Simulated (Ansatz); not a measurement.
`CO[SiH](Cl)I` + H₂S → `CO[SiH](S)Cl` + HI at 298.15 K and 1 bar (ligand exchange at the Si–I bond).

Calculated with Ansatz (gas phase, PBE0-D4/def2-TZVP geometries, no zero-point term in ΔE). CCSD(T)/CBS adds triple-zeta CCSD(T) − MP2 to the extrapolated MP2 energy (def2 sets, frozen cores). This one scheme is used for every species. Elements past krypton have def2 core potentials. For I outer-core shells are correlated without core-valence functions, which leaves a few kJ/mol of doubt a bond. One conformer a species, not always the lowest.

```csv
species,CCSD(T)/CBS energy (Eh),H − E (kJ/mol),S (J/(mol·K))
`CO[SiH](Cl)I`,-1162.05764,164.7,384.2
H₂S,-398.97279,49.9,205.7
`CO[SiH](S)Cl`,-1262.98502,189.0,373.4
HI,-298.03592,22.7,206.5
```

H − E and S are ideal-gas, rigid-rotor, harmonic terms from PBE0-D4/def2-TZVP, for one conformer and one mirror image of each species. 1 Eh = 2625.50 kJ/mol, R = 8.31446 J/(mol·K).

Problem. By hand: ΔE, ΔH, ΔS and ΔG.

Solution. ΔE = (-1262.98502) + (-298.03592) − (-1162.05764) − (-398.97279) = 0.00949 Eh = 24.9 kJ/mol. Δ(H − E) = 189.0 + 22.7 − 164.7 − 49.9 = -2.9, so ΔH = 22.0 kJ/mol. ΔS = 373.4 + 206.5 − 384.2 − 205.7 = -10.0 J/(mol·K). ΔG = 22.0 − 298.15 × (-10.0)/1000 = 25.0 kJ/mol.

Problem. By hand: the equilibrium constant, and the temperature at which ΔG would vanish if ΔH and ΔS stayed fixed.

Solution. log₁₀ K = −ΔG/(RT ln 10) = -4.4. ΔH and −TΔS have one sign here, so there is no such temperature.

The number of gas molecules stays the same, so ΔS is small and ΔH decides. A doubt of 5 kJ/mol in ΔE shifts log₁₀ K by 0.9 here. Other conformers and mirror images would add mixing entropy, several J/(mol·K) or more a flexible species. These are equilibria of isolated gas molecules and say nothing of rates. Largest T1 diagnostic: 0.011 (customary marks: 0.02 for closed shells, 0.045 for open ones).

ΔS is within the doubt of such terms, so its sign, and with it that verdict, could turn.
